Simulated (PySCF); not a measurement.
PySCF input file for NbF₅, SMILES [F][Nb]([F])([F])([F])[F], multiplicity 1, IEF-PCM-B3LYP/def2-SVP. Geometry optimised at B3LYP-D3(BJ)/def2-SVP. The spin state was assumed, not searched. The isomer is the one that the SMILES or the coordinates give; other isomers of the formula were not compared. The def2 effective core potentials stand for the cores of Nb; spin–orbit coupling is left out.

```python
import numpy as np
from pyscf import gto, scf, dft
from pyscf.solvent import pcm

mol = gto.M(
    atom='''
    Nb   -0.00000000   -0.00000000   -0.00000000
    F     1.84234939    0.00000000   -0.00000000
    F    -0.92117469    1.59552137   -0.00000001
    F    -0.92117469   -1.59552137    0.00000001
    F    -0.00000000    0.00000001    1.87314480
    F    -0.00000000   -0.00000001   -1.87314480
    ''',
    basis='def2-SVP',
    ecp={'Nb': 'def2-svp'},
    charge=0,
    spin=0,
    max_memory=1600,
    verbose=3,
)
mf = dft.RKS(mol, xc='b3lyp').density_fit(auxbasis='def2-universal-jkfit')
mf.grids.level = 3
mf.conv_tol = 1e-9
mf.max_cycle = 100
mf.kernel()
res = {}
for name, eps in {'water': 78.355, '2-propanol': 19.264, 'chlorobenzene': 5.6968}.items():
    s = mf.PCM()
    s.with_solvent.method, s.with_solvent.eps, s.with_solvent.lebedev_order = 'IEF-PCM', eps, 29
    s.kernel(mf.make_rdm1())
    res[name] = (s.e_tot, eps, s.dip_moment(), s.mo_energy, s.converged)
    print(f'{name}: electrostatic solvation free energy {(s.e_tot - mf.e_tot) * 627.509474:.3f} kcal/mol')
```

It prints:

```
converged SCF energy = -556.137267616067

WARN: PCM is an experimental feature. It is still in testing.
Features and APIs may be changed in the future.

converged SCF energy = -556.146077705258
Dipole moment(X, Y, Z, Debye):  0.00031, -0.00000, -0.00000
water: electrostatic solvation free energy -5.528 kcal/mol

WARN: PCM is an experimental feature. It is still in testing.
Features and APIs may be changed in the future.

converged SCF energy = -556.145479260253
Dipole moment(X, Y, Z, Debye):  0.00030,  0.00000, -0.00000
2-propanol: electrostatic solvation free energy -5.153 kcal/mol

WARN: PCM is an experimental feature. It is still in testing.
Features and APIs may be changed in the future.

converged SCF energy = -556.143800055611
Dipole moment(X, Y, Z, Debye):  0.00025, -0.00000, -0.00000
chlorobenzene: electrostatic solvation free energy -4.099 kcal/mol
```

Self-consistency was reached.

Cost: very roughly 70 core-seconds.
